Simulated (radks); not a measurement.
The numbers below are computed, except where a source is named.
Valence configurations of Ho3+ (all share [Xe]). Code: a radial shooting solver on a logarithmic mesh with Libxc functionals. Model: Dirac Kohn-Sham, BLYP, spin-unpolarised, spherical densities, point nucleus; open shells fill j = l - 1/2 first. Energies are relative to 4f10; eigenvalues in eV.

valence          E (eV)  e(4f5/2)  e(4f7/2)  e(5d3/2)  e(6p1/2)  e(6s1/2)
4f10              0.000   -35.332   -34.285         -         -         -
4f9.5 5d0.5       5.165   -38.871   -37.792   -26.150         -         -
4f9 5d1          11.673   -42.598   -41.487   -27.067         -         -
4f9 5d0.5 6s0.5  13.000   -44.217   -43.105   -28.169         -   -25.286
4f9 6s1          14.558   -45.882   -44.769         -         -   -25.944
4f8.5 5d1.5      19.613   -46.496   -45.352   -27.981         -         -
4f8.5 5d1 6p0.5  23.910   -48.647   -47.502   -29.509   -20.549         -
4f8 6s2          38.048   -57.577   -56.395         -         -   -28.055

NIST lists [Xe] 4f10 as the ground configuration; this level of theory agrees among the configurations tried. The energies are those of spherical spin-averaged densities, not of single terms.
